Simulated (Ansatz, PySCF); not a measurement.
Mo (SMILES [Mo]), septet (core potentials on Mo). Base run: REVPBE/def2-TZVP in PySCF.

Input for PySCF:
```python
from pyscf import gto, scf, dft

mol = gto.Mole()
mol.atom = '''
    Mo    0.000000    0.000000    0.000000
'''
mol.basis = 'def2-tzvp'
mol.ecp = {'Mo': 'def2-tzvp'}
mol.charge = 0
mol.spin = 6
mol.verbose = 4
mol.build()

mf = dft.UKS(mol)
mf.xc = 'revpbe'
mf.kernel()
```

The same geometry, method and basis name were run in Ansatz (an electronic-structure program) and PySCF, at each program's defaults and at the settings that a row names. The base is PySCF at its defaults. Differences at the defaults can come from grids, fitting, cores and function types together.

```tsv
code and settings	ΔE vs base (µEh)	basis functions	E (Eh)	SCF cycles
PySCF, defaults (exact integrals, its default grid, spherical functions)	0.0	40	-68.16410	7
Ansatz, defaults (factorised integrals, its default grid, spherical functions)	0.0	40	-68.16410	-
PySCF, density fitting with def2-universal-jkfit	-22.2	40	-68.16412	7
PySCF, fine grid	0.0	40	-68.16410	7
Ansatz, high accuracy	0.0	40	-68.16410	-
```

Open shells are given as the SCF converged; they aren't shown to be the lowest states, and a large step between rows can be another state.
